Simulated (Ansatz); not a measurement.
The same molecule with X = O, S, Se. Ansatz, PBE0-D4/def2-TZVP geometries, multiplicity 1.

Scalar relativity is left out up to krypton.

| X | molecule | mean X–B bond length / Å | mean X–H bond length / Å | ideal-gas entropy at 298 K and 1 bar (rigid rotor, harmonic PBE0-D4/def2-TZVP) / J/(mol·K) | HOMO–LUMO gap (ωB97M-V/def2-TZVPP) / eV | HOMO–LUMO gap (PBE0/def2-TZVPP) / eV |
| --- | --- | --- | --- | --- | --- | --- |
| S | `[BH3-][SH2+]` | 1.975 | 1.346 | 264 | 12.22 | 8.01 |
| Se | `[BH3-][SeH2+]` | 2.124 | 1.472 | 279 | 11.89 | 7.69 |

**Question.** Give the row for X = O, `[BH3-][OH2+]`. (Estimate.)

**Answer.** The calculation gave: 
```json
{"X": "O", "molecule": "`[BH3-][OH2+]`", "mean X–B bond length / Å": "1.687", "mean X–H bond length / Å": "0.964", "ideal-gas entropy at 298 K and 1 bar (rigid rotor, harmonic PBE0-D4/def2-TZVP) / J/(mol·K)": "253", "HOMO–LUMO gap (ωB97M-V/def2-TZVPP) / eV": "11.64", "HOMO–LUMO gap (PBE0/def2-TZVPP) / eV": "7.75"}
```

From O to Se the mean X–B bond length rises at each step, by 0.437 Å in all; the mean X–H bond length rises at each step, by 0.508 Å in all; the ideal-gas entropy at 298 K and 1 bar (rigid rotor, harmonic PBE0-D4/def2-TZVP) rises at each step, by 26 J/(mol·K) in all; the HOMO–LUMO gap (ωB97M-V/def2-TZVPP) isn't monotonic: highest at S, lowest at O; the HOMO–LUMO gap (PBE0/def2-TZVPP) isn't monotonic: highest at S, lowest at Se. Bonds lengthen as the atom grows down the group.

Spin–orbit coupling is left out; it splits and shifts lone-pair levels of the heavy atoms by tenths of an eV.
